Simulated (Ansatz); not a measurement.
Molecule: trichloro(methoxy)germane, CH3Cl3GeO (charge 0, singlet). 
Geometry from a B3LYP-D3(BJ)/def2-TZVP (Ansatz, a quantum-chemistry and plane-wave program) optimisation:
```xyz
9

C     -2.6735    -0.3731    -0.1316
O     -1.4006    -0.9317    -0.4732
Ge     0.0713    -0.0821    -0.0470
Cl     0.1979     0.1853     2.0777
Cl     1.6871    -1.2736    -0.7456
Cl     0.1145     1.8563    -0.9652
H     -2.7805    -0.2623     0.9500
H     -3.4254    -1.0718    -0.4946
H     -2.8233     0.5960    -0.6130
```
Charge 0, spin multiplicity 1.

Quantity: vertical ionisation energy (to the doublet state of charge +1; each state is the SCF solution reached for its spin), in eV. Correlated levels leave the core frozen unless marked. Open shells are spin-unrestricted. Spin-orbit coupling is left out. The frozen core is the preceding noble-gas configuration, with the filled d and f shells of earlier blocks. No relativistic terms. CBS marks a two-point X^-3 extrapolation of the correlation energy; Hartree-Fock from the larger set. [CCSD(T)-MP2]/basis is that difference in the basis named.

| level | program | vertical ionisation energy (eV) |
|---|---|---|
| SVWN5/def2-TZVPD | Ansatz | 10.49 |
| PBE/def2-TZVPD | Ansatz | ___ |
| BHLYP/def2-TZVPD | Ansatz | ___ |
| CAM-B3LYP/def2-TZVPD | Ansatz | 11.16 |
| wB97M-V/def2-TZVPD | Ansatz | ___ |
| SCS-MP2/def2-TZVPPD | Ansatz | 11.59 |
| RI-MP2/CBS(def2-TZVPPD,def2-QZVPPD)+[CCSD(T)-MP2]/def2-TZVPPD | Ansatz | 11.39 |

Problem. What belongs in the gaps?

Solution. 
- PBE/def2-TZVPD, vertical ionisation energy (eV): 10.33
- BHLYP/def2-TZVPD, vertical ionisation energy (eV): 11.01
- wB97M-V/def2-TZVPD, vertical ionisation energy (eV): 11.15
